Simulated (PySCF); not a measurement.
# NMR problem set

Single conformer, no solvent, non-relativistic, one averaged value for each set of equivalent atoms. GFN2-xTB structure; J: B3LYP/pcJ-1 (spin–dipole term left out of most H,H and C,H couplings); NMR shieldings at PBE0/pcSseg-1/GIAO; PySCF.

Chemical shifts δ = σref − σ; TMS for ¹H (σref 31.72), ¹³C (σref 186.93), all at this level. Multiplet labels drop J under 1 Hz and among equivalent protons, and merge close values. Unscaled 3J(H,H) run several per cent high. Splittings of carbon signals by F and P are missing where no couplings were computed. Where no couplings were computed, multiplicities follow the n + 1 count of equivalent neighbours, and m marks all less simple cases (inequivalent or close neighbours, rings, F or P nearby). Shifts are as computed. Against solution values, carbons near 30 ppm lie about +3 ppm off and those near 130 ppm about +5 ppm. Of 1211 compounds with measured shifts, 218 miss one by over three times the rms of a fit or turn the order of signals round; such compounds aren't used in these exercises.

Task: C7H12NP. ¹H NMR (300 MHz, computed): δ 7.85 (m, 1H), 7.22 (m, 1H), 4.05 (sept, 1H), 2.63 (m, 3H), 1.46 (d, 6H). ¹³C{¹H} NMR (computed): δ 159.3 (CH), 154.0 (C), 126.6 (CH), 58.0 (CH), 26.3 (CH3), 18.7 (CH3). What is it?

Result: SMILES P1=CN(C(C)C)C=C1C. 6 carbon signals for 7 carbons: some carbons are equivalent by symmetry or fast rotation. Carbon types of the structure: 1 × C, 3 × CH, 3 × CH3, which accounts for all hydrogens. δC 159.3, 126.6: aromatic CH next to a ring nitrogen. δC 154.0: substituted aromatic carbon. δC 58.0: sp3 CH bonded to N; pulled downfield by the heteroatom. δH 2.63: hydrogen on a methyl carbon on an aromatic ring; benzylic-type position, deshielded by the ring.

This is the structure that produced the data.

Task: C5H10N2. ¹H NMR (600 MHz, computed): δ 6.33 (d, J = 10.6 Hz, 1H), 6.18 (dd, J = 15.3, 9.7 Hz, 1H), 6.11 (d, J = 10.6 Hz, 1H), 5.28 (dd, J = 15.3, 1.4 Hz, 1H), 4.34 (dd, J = 9.7, 1.4 Hz, 1H), 3.38 (q, J = 7.6 Hz, 2H), 1.03 (t, J = 7.6 Hz, 3H). ¹³C{¹H} NMR (computed): δ 142.9 (CH), 115.4 (CH2), 94.0 (CH2), 44.6 (CH2), 11.9 (CH3). What is it?

Result: SMILES C=CN(CC)N=C. Rings plus π bonds: 2 (no ring in the answer). 5 carbon signals for 5 carbons: no two carbons are equivalent. Carbon types of the structure: 1 × CH, 3 × CH2, 1 × CH3, which accounts for all hydrogens. δC 142.9: alkene carbon bearing nitrogen; an sp2 carbon further deshielded by the attached heteroatom. δC 115.4: C=N carbon. δC 94.0: β carbon of an enol-ether or enamine type C=C; the O or N lone pair pushes π density onto this β carbon and shields it. δH 5.28, 4.34: hydrogen on a β carbon of an enol-ether or enamine type C=C. The protons at 5.28 and 6.18 share a coupling of 15.3 Hz (vicinal, trans across C=C). The protons at 6.11 and 6.33 share a coupling of 10.6 Hz (geminal). The protons at 4.34 and 6.18 share a coupling of 9.7 Hz (vicinal, cis across C=C). The protons at 3.38 and 1.03 share a coupling of 7.6 Hz (vicinal).

This is the structure that produced the data.

Task: C4H7FO2Si. ¹H NMR (500 MHz, computed): δ 5.81 (m, 1H), 4.09 (m, 1H), 3.93 (m, 1H), 3.86 (m, 1H), 3.82 (s, 3H). ¹³C{¹H} NMR (computed): δ 186.9, 64.0, 64.0, 55.3. Identify the compound.

Result: `O1C(OC)=C[Si@H](F)C1`. Rings plus π bonds: 2 (1 ring in the answer). 4 carbon signals for 4 carbons: no two carbons are equivalent. Carbon types of the structure: 1 × C, 1 × CH, 1 × CH2, 1 × CH3, leaving 1 H on heteroatoms. δC 186.9: alkene carbon bearing oxygen; an sp2 carbon further deshielded by the attached heteroatom. δC 64.0: β carbon of an enol-ether or enamine type C=C; the O or N lone pair pushes π density onto this β carbon and shields it. δC 64.0: sp3 CH2 bonded to O and Si; deshielded by the electronegative neighbour. δH 3.86: hydrogen on a β carbon of an enol-ether or enamine type C=C; lone-pair donation from O or N shields it, upfield of ordinary alkene protons.

This is the structure that produced the data.
